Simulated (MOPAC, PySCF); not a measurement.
[Cd(NH2)2], neutral singlet in the gas phase. 

Cartesian coordinates (Å):
```xyz
7

Cd    -0.0089    -0.0182    -0.0015
N      1.2161    -0.9353     1.3194
H      0.8265    -0.9325     2.2729
H      2.1223    -0.4517     1.3924
N     -1.3985     0.6394    -1.3142
H     -1.2569     0.2458    -2.2555
H     -1.3508     1.6609    -1.4344
```
Charge 0, spin multiplicity 1.

All levels are single points at this geometry (PBE-D3(BJ)/def2-SVP); Pople sets use spherical d functions. Orbital energies aren't observables, and empty levels follow the basis.

B3LYP/6-311+G** (LANL2DZ on Cd) in PySCF gives gap (eV) = 5.24.

Q: Estimate the gap (eV) from each of these levels: TPSSh-D3(BJ)/def2-TZVP in PySCF; B3LYP/6-31G* (LANL2DZ on Cd) in PySCF; BP86/6-31G* (LANL2DZ on Cd) in PySCF; M06-2X/6-31G* (LANL2DZ on Cd) in PySCF; PM7 in MOPAC.

A: 
```tsv
level	gap (eV)
TPSSh-D3(BJ)/def2-TZVP in PySCF	4.93
B3LYP/6-31G* (LANL2DZ on Cd) in PySCF	5.24
BP86/6-31G* (LANL2DZ on Cd) in PySCF	3.63
M06-2X/6-31G* (LANL2DZ on Cd) in PySCF	7.83
PM7 in MOPAC	9.67
```
